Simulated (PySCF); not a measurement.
Ligands exchanged one at a time, Ga OH-SH. Isolated molecules, 0 K electronic values unless said otherwise. One relaxed conformer stands for each flexible species; it need not be the lowest. Strings in code marks are SMILES.

Method: B3LYP-D3(BJ)/def2-TZVP (PySCF 2.14.0). B3LYP has the VWN-RPA correlation part, as in Gaussian. Delta-SCF ions had no search for a lower state. Excitations are Tamm–Dancoff values on a coarser integration grid. The basis has no diffuse functions, so Rydberg states are missing or too high.

| species | HOMO–LUMO gap (eV) | S1–T1 gap (TDA) (eV) | HOMO (eV) | vertical ionisation energy (Delta-SCF) (eV) |
|---|---|---|---|---|
| 0 of 3 OH replaced by SH (`[OH][Ga]([OH])[OH]`) | 7.19 | 0.36 | ? | ? |
| 1 of 3 OH replaced by SH | 6.35 | 0.36 | -7.62 | ? |
| 2 of 3 OH replaced by SH (`[OH][Ga]([SH])[SH]`) | 6.16 | 0.32 | -7.41 | ? |
| 3 of 3 OH replaced by SH (`[SH][Ga]([SH])[SH]`) | 6.03 | 0.28 | -7.39 | 9.43 |

### Question
Fill in the missing entries.

### Answer

- 0 of 3 OH replaced by SH (`[OH][Ga]([OH])[OH]`), HOMO (eV): -8.62
- 0 of 3 OH replaced by SH (`[OH][Ga]([OH])[OH]`), vertical ionisation energy (Delta-SCF) (eV): 11.15
- 1 of 3 OH replaced by SH, vertical ionisation energy (Delta-SCF) (eV): 10.13
- 2 of 3 OH replaced by SH (`[OH][Ga]([SH])[SH]`), vertical ionisation energy (Delta-SCF) (eV): 9.58
